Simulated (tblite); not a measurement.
CH₄GeO.
Numbering: `[O:1]=[CH:2][GeH3:3]` (hydrogens: H4 on C2; H5, H6, H7 on Ge3)

Computed with GFN2-xTB (tblite), gas phase: L-BFGS steps from a force-field or distance-geometry start until the largest atomic force falls under 0.01 eV/Å.

Step 0: E = -275.0389 eV
```
atom  x, y, z in Å  |  force x, y, z in eV/Å
O1      1.7778   -0.0986    1.0222   -0.808   0.192  -1.834
C2      1.1482    0.0060   -0.0345    1.813  -0.267   2.420
Ge3    -0.7575   -0.0024   -0.0101   -1.932   0.035   0.090
H4      1.6886    0.0955   -0.9717    0.321   0.052  -0.448
H5     -1.2863    1.3272   -0.6150    0.164  -0.647   0.190
H6     -1.2819   -0.1341    1.4415    0.280   0.053  -0.732
H7     -1.2855   -1.1887   -0.8594    0.162   0.582   0.314
```

**Question.** Estimate the geometry and energy of step 1. (The exact step hangs on the optimiser's Hessian estimate; all steps are aligned on step 0, rigid shifts and turns removed.)

**Answer.** E = -275.0986 eV, largest force 3.469 eV/Å
```
atom  x, y, z in Å  |  force x, y, z in eV/Å
O1      1.7662   -0.0959    0.9960    2.056  -0.264   2.781
C2      1.1741    0.0021    0.0001   -1.455   0.221  -2.497
Ge3    -0.7851   -0.0019   -0.0088   -0.881   0.035  -0.046
H4      1.6931    0.0963   -0.9781    0.134   0.017  -0.098
H5     -1.2839    1.3180   -0.6123    0.024  -0.509   0.136
H6     -1.2779   -0.1333    1.4310    0.098   0.035  -0.515
H7     -1.2832   -1.1804   -0.8549    0.023   0.465   0.239
```

The energy changes by -0.0597 eV. The first-order estimate −F·Δx gives -0.2698 eV and the mean of the old and new forces, exact on a quadratic surface, -0.0444 eV. The step makes an angle of 0° with the force vector and moves no atom by more than 0.043 Å.

The cost below is that of the whole relaxation. The run took 0.14 s of wall time on one thread of an Arm Neoverse N1, no GPU, on a shared host.
